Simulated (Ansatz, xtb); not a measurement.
## A geometry optimisation of C2H10AlNSi with r2SCAN-D4/def2-SVP

The starting geometry of this gas-phase singlet was built from a drawn formula by distance geometry and a force field; its bonds are those of `N[CH2][AlH][CH2][SiH3]`.

```yaml
atoms:
  - { symbol: C, position_ang: [-0.6695, 0.7834, -0.5446] }
  - { symbol: C, position_ang: [-2.1839, -0.6845, 2.1573] }
  - { symbol: Al, position_ang: [-2.1366, 0.6963, 0.6993] }
  - { symbol: N, position_ang: [-0.5591, -0.4338, -1.3333] }
  - { symbol: Si, position_ang: [-0.6449, -0.4935, 3.1631] }
  - { symbol: H, position_ang: [-0.2065, -1.1872, -0.6256] }
  - { symbol: H, position_ang: [0.1764, -0.3475, -2.0403] }
  - { symbol: H, position_ang: [0.2287, 1.0445, -0.0361] }
  - { symbol: H, position_ang: [-0.8595, 1.6017, -1.3011] }
  - { symbol: H, position_ang: [-3.3904, 1.7582, 0.6035] }
  - { symbol: H, position_ang: [-2.1764, -1.6855, 1.6429] }
  - { symbol: H, position_ang: [-3.0851, -0.5495, 2.8158] }
  - { symbol: H, position_ang: [-0.6016, -1.5105, 4.2121] }
  - { symbol: H, position_ang: [0.5698, -0.6721, 2.3266] }
  - { symbol: H, position_ang: [-0.6021, 0.8414, 3.7747] }
```

Task: Predict what it relaxes into with r2SCAN-D4/def2-SVP.

Result: A new bond forms, giving a structure given below by its coordinates. Contacts that close: Al3–N4 (2.81 → 2.01 Å).

The energy falls by 0.97 eV over 22 steps:

| step | E − E(last) (eV) |
| --- | --- |
| 1 | 0.973 |
| 3 | 0.584 |
| 6 | 0.506 |
| 8 | 0.279 |
| 10 | 0.099 |
| 13 | 0.029 |
| 15 | 0.012 |
| 17 | 0.002 |
| 20 | 0.000 |
| 22 | 0.000 |

Final geometry (Å):

```csv
atom,x (Å),y (Å),z (Å)
C,-0.5781,1.2334,-0.2444
C,-2.2114,-0.5386,2.1390
Al,-2.2234,0.3710,0.3881
N,-0.6544,-0.2188,-0.7284
Si,-0.5342,-0.6738,2.9436
H,0.0803,-0.8126,-0.3417
H,-0.6570,-0.3247,-1.7425
H,0.3217,1.3883,0.3665
H,-0.5671,1.9173,-1.1037
H,-3.5389,0.5047,-0.4978
H,-2.6450,-1.5496,2.0170
H,-2.8885,-0.0044,2.8325
H,-0.5019,-1.5475,4.1612
H,0.4701,-1.2556,1.9845
H,-0.0130,0.6722,3.3402
```

From the same start GFN2-xTB reaches the same bonding as this run.

No frequencies were run, so the end isn't proven a minimum. Run with Ansatz 0.2.0, 2.4 min on 2 threads of AMD EPYC (Zen 3), on a shared host.
